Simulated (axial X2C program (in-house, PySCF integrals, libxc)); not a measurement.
PmNC: a free-ion multiplet in an axial field

Calculated with an in-house all-electron X2C program for linear molecules (integrals from PySCF): two-component X2C with atomic mean-field Coulomb and Gaunt terms, basis Pm dyall-v3z, N dyall-av3z, C dyall-v3z (cores contracted in-house). Orbitals come from Hartree–Fock averaged over the configuration Pm f4 s2; CI then distributes these electrons over the f, s shells of Pm.

Pm–N–C held linear, bonds 2.240 and 1.170 Å (the second held).

Question: Which level do Hund's rules give for f4, how many Ω levels does it split into, and what is its Landé factor?

Answer: S = 2, L = 6, J = 4 (5I4). It gives Ω = 0 to 4, 5 levels. gJ = 3/2 + [S(S+1) − L(L+1)]/[2J(J+1)] = 0.600, so g∥ = 2gJΩ.

The computed levels compare thus:

```
Ω  energy (cm⁻¹)  g∥ computed  2gJΩ
0              0         0.00  0.00
1             62         1.50  1.20
2            167         2.63  2.40
3            202         3.64  3.60
4            536         5.35  4.80
```

The 5 lowest levels are just these Ω; they span 536 cm⁻¹, the lowest has Ω = 0, and the next level lies at 1513 cm⁻¹. Departures of g∥ from 2gJΩ come from intermediate coupling and from mixing with the higher-lying level J + 1 of the term. The computed g∥ is the magnitude of 2⟨Lz + ge Sz⟩.

Dynamic correlation is missing, so gaps between terms are too wide and other configurations may lie lower; the lowest level listed is that of this model, not necessarily the ground state. At most 4 roots were kept for each Ω > 0 (twice that for Ω = 0) within 2.2 eV of the lowest, so higher up levels can be missing between those listed; levels with Ω > 0 are doubly degenerate and listed once, Ω = 0 levels singly. The molecule was held linear; bending was not examined.
